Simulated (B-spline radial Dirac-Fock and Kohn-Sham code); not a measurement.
**Two-hole binding energies of Al⁺**

System: aluminum as Al⁺ in the configuration [Ne] 3s2.

These are calculated numbers from a radial finite-basis atomic code; the model is relaxed Dirac-Fock hole states (ΔSCF) with Breit and QED corrections and a finite nucleus. U is the two-hole binding energy less the two single-hole energies, the effective repulsion of the holes after relaxation. Each two-hole energy is an average over J within one jj subconfiguration.

| holes | E(a) (eV) | E(b) (eV) | E(ab) (eV) | U (eV) |
| --- | --- | --- | --- | --- |
| 1s⁻² | 1578.5 | 1578.5 | 3328.7 | 171.7 |
| 1s⁻¹ 2p1/2⁻¹ | 1578.5 | 90.88 | 1711.7 | 42.3 |
| 1s⁻¹ 2p3/2⁻¹ | 1578.5 | 90.47 | 1711.1 | 42.1 |
| 2s⁻² | 138.0 | 138.0 | 308.6 | 32.6 |
| 2s⁻¹ 2p1/2⁻¹ | 138.0 | 90.88 | 257.6 | 28.7 |
| 2s⁻¹ 2p3/2⁻¹ | 138.0 | 90.47 | 257.2 | 28.7 |
| 2p1/2⁻² | 90.88 | 90.88 | 215.9 | 34.1 |
| 2p3/2⁻² | 90.47 | 90.47 | 213.5 | 32.6 |
| 2p1/2⁻¹ 2p3/2⁻¹ | 90.88 | 90.47 | 213.2 | 31.9 |
| 2p1/2⁻¹ 3s⁻¹ | 90.88 | 17.55 | 121.6 | 13.1 |
| 2p3/2⁻¹ 3s⁻¹ | 90.47 | 17.55 | ? | ? |

Q: Give the missing two-hole energy and U.

A: E(ab) = 121.2 eV and U = 13.1 eV.
